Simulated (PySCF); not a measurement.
Spinor energies of Eu⁺ (europium, charge +1)

Start: [Xe] 4f6 6s2; 4f7/2 filled at m_j = -3/2, -1/2, +1/2, +3/2, +5/2, +7/2. Calculated with PySCF 2.14 in x2c-TZVPall-2c (11s11p10d4f1g, 131 functions): generalised Hartree-Fock with the X2C-1e Hamiltonian and a Gaussian nucleus; spin-orbit coupling (SO) screened by Boettger's factors. This is a chosen level, not necessarily the ground level.

```
spinor shell  electrons  ε, screened SO (eV)  weight of nominal j (screened SO)  rms radius, screened SO (bohr)
       1s1/2          2             -48767.3                              1.000                          0.0254
       2s1/2          2              -8139.5                              1.000                           0.103
       2p1/2          2              -7706.5                              1.000                          0.0881
       2p3/2          4              -7054.1                              1.000                          0.0944
       3s1/2          2              -1854.0                              1.000                           0.266
       3p1/2          2              -1666.2                              1.000                           0.257
       3p3/2          4              -1530.2                              1.000                           0.270
       3d3/2          4              -1208.8                              0.995                           0.242
       3d5/2          6              -1179.4                              0.997                           0.246
       4s1/2          2              -403.72                              1.000                           0.601
       4p1/2          2              -329.72                              0.975                           0.619
       4p3/2          4              -298.26                              0.987                           0.647
       4d3/2          4              -175.25                              0.719                           0.700
       4d5/2          6              -167.41                              0.812                           0.706
       5s1/2          2              -68.121                              1.000                            1.46
       5p1/2          2              -45.015                              0.936                            1.62
       5p3/2          4              -40.086                              0.968                            1.72
       4f7/2          6              -30.597                              0.589                           0.945
       6s1/2          2              -11.622                              0.999                            4.00
```

```csv
quantity,screened SO
E (hartree),-10843.01875
M_J,6
⟨J²⟩,42.024
⟨L²⟩,12.287
⟨S²⟩,11.915
```

Each row is a mean over spinors that exchange with the open shell spreads, by up to 17.743 eV (4d5/2).

Rows whose weight is well below 1 are mixtures of j = l ± 1/2: exchange outweighs spin-orbit coupling there, and the label is only the starting occupation.

Breit and QED terms are absent; they matter most for the inner s and p1/2 levels.

Densities and radii are taken from the X2C orbitals without a picture-change correction, which distorts them close to the nucleus.
